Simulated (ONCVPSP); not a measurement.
# bismuth: one change to an ONCV potential, before and after

ONCVPSP 4.0.1 input, shortened (lines: element, Z, core and valence counts, functional; n l f; lmax; l rc ep ncon nbas qcut; lloc lpopt rc5 dvloc0; l nproj debl; icmod fcfact rcfact), LDA (Perdew-Wang 92), fully relativistic:

```
  Bi 83.00   10    5  -001012      upf
    1    0    2.00
    2    0    2.00
    2    1    6.00
    3    0    2.00
    3    1    6.00
    3    2   10.00
    4    0    2.00
    4    1    6.00
    4    2   10.00
    4    3   14.00
    5    0    2.00
    5    1    6.00
    5    2   10.00
    6    0    2.00
    6    1    3.00
    2
    0    1.55    0.00    4    9   10.10
    1    1.50    0.00    5    9    8.40
    2    1.25    0.00    5    9    8.40
    4    2    0.85    3.00
    0    2    3.00
    1    2    1.70
    2    2    1.20
    3    2.25    1.15
```

Open shells are filled in proportion to 2j + 1.

All-electron outer shells of the reference configuration (LDA (PZ), scalar-relativistic, ld1.x):

| shell | level (eV) | outermost node (bohr) | outermost maximum (bohr) |
| --- | --- | --- | --- |
| 4d | -429.90 | 0.19 | 0.38 |
| 5s | -158.02 | 0.44 | 0.77 |
| 4f | -152.95 | – | 0.34 |
| 5p | -95.96 | 0.48 | 0.86 |
| 5d | -27.18 | 0.51 | 1.03 |
| 6s | -14.76 | 0.98 | 1.86 |
| 6p | -4.77 | 1.14 | 2.44 |

Change: s: qcut 14; p: qcut 11.7; d: qcut 11.7.

Cutoffs: the cutoffs (Ha) at which the residual kinetic energy of the hardest occupied pseudo-wave falls to 1 and 0.1 mHa per electron; they do not see the model core or the augmentation charge, which bear on the density cutoff. Errors are all-electron minus pseudo energies relative to the spin-unpolarised reference configuration.

**Question.** Predict the effect on cutoff, ghosts and configuration errors.

**Answer.** The potential gets neither clearly harder nor softer (32 Ha and 107 Ha → 58 Ha and 68 Ha); a bound ghost appears in s, which as a rule spoils a file; the number of tests with a reliable result goes from 4 to 3; of the 3 tests that both files solve, the error grows in 0 and shrinks in 1 by more than 15 % and 0.3 meV (median size 0.6 → 0.4 meV).

```tsv
quantity	base	changed
cutoff, loose	32 Ha	58 Ha
cutoff, tight	107 Ha	68 Ha
loose cutoff by channel	s 32 Ha, p 28 Ha, d 27 Ha	s 58 Ha, p 46 Ha, d 46 Ha
bound ghosts	none	s
GHOST(+) flags under 300 eV	none	none
tests with a reliable result	4 of 4	3 of 4
error for 5s2 5p6 5d10 6s2 6p2, meV [ΔE 8.30 eV]	+0.4	+0.4
error for 5s2 5p6 5d10 6s2 6p1, meV [ΔE 24.04 eV]	+0.6	+0.6
error for 5s2 5p6 5d10 6s1 6p4, meV [ΔE 9.95 eV]	-1.2	-0.3
s: phases at 1.57 bohr within 0.05 rad from the reference energy up to (Ha; the scan ends near 5)	to the end of the scan	to the end of the scan
p3/2: phases at 1.53 bohr within 0.05 rad from the reference energy up to (Ha; the scan ends near 5)	to the end of the scan	to the end of the scan
p1/2: phases at 1.53 bohr within 0.05 rad from the reference energy up to (Ha; the scan ends near 5)	to the end of the scan	to the end of the scan
d5/2: phases at 1.27 bohr within 0.05 rad from the reference energy up to (Ha; the scan ends near 5)	to the end of the scan	to the end of the scan
d3/2: phases at 1.27 bohr within 0.05 rad from the reference energy up to (Ha; the scan ends near 5)	to the end of the scan	to the end of the scan
rms error of d²Exc/dni dnj with the model core, mHa	5.91	5.78
```

 A true bound ghost makes a file unfit for plane-wave use even where its test errors are small: the radial tests pick states by their node count and pass the ghost by.
